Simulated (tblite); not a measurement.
A tight-binding relaxation on `C(C(=C)[B@@H-](P)[NH3+])CN`.

Computed with GFN2-xTB geometry optimisation, gas phase (tblite 0.8.0). Start geometry: from a force field or distance geometry. The command runs a driver script over a list of jobs; the input below is this job's line of settings and its coordinates in Å.

Command:
```bash
OMP_NUM_THREADS=1 python probes_run.py task.json out
```

Input:
```
{"job": {"kind": "relax", "xc": "GFN2-xTB", "basis": "xTB"}, "charge": 0, "multiplicity": 1}
C      0.507800    -0.150600    -1.802500
C      0.286600    -0.290700    -0.492300
C     -1.010300    -0.867200     0.015300
C     -2.140700     0.182500    -0.098900
N     -3.386800    -0.378400     0.440200
B      1.419000     0.119500     0.564300
N      1.752000     1.622900     0.445100
P      3.038400    -0.935500     0.281100
H     -0.260000    -0.435300    -2.517600
H      1.428900     0.249900    -2.182000
H     -0.932500    -1.192600     1.069000
H     -1.286100    -1.767600    -0.583500
H     -2.287400     0.485700    -1.140100
H     -1.857400     1.072200     0.501900
H     -4.105000     0.393900     0.419700
H     -3.724100    -1.111100    -0.218700
H      1.043500    -0.092000     1.680100
H      0.870700     2.174400     0.524300
H      2.214200     1.826500    -0.459300
H      2.399200     1.897500     1.231300
H      3.597900    -0.612800     1.578800
H      2.421600    -2.171800     0.742900
```

Q: Give the output.

A: 
```
step      E/eV     max force
  0    -686.29082    2.103
  1    -686.49369    0.800
  2    -686.54937    0.566
  3    -686.57230    0.425
  4    -686.59288    0.445
  5    -686.60834    0.285
  6    -686.61702    0.182
  7    -686.62367    0.217
  8    -686.62886    0.250
  9    -686.63438    0.197
... (104 lines left out)
114    -686.70706    0.042
115    -686.70720    0.033
116    -686.70738    0.026
117    -686.70757    0.028
118    -686.70775    0.030
119    -686.70788    0.032
120    -686.70796    0.020
121    -686.70800    0.039
122    -686.70807    0.017
123    -686.70811    0.009
```

«max force» is the largest atomic force in eV/Å.

Q: From which step on does the largest force stay under 0.1 eV/Å, and how much energy is left to gain from there?

A: From step 23 (0.095 eV/Å), 38.5 meV above the end.

Summary of the converged run: energy lowered by 9.6 kcal/mol over 123 steps; largest atomic force 0.009 eV/Å at the end.

Hardware: Arm Neoverse N1, one thread, no GPU, shared host. Cost: 1.8 s.
Labels such as C1 count atoms from 1, the log's own numbers from 0.
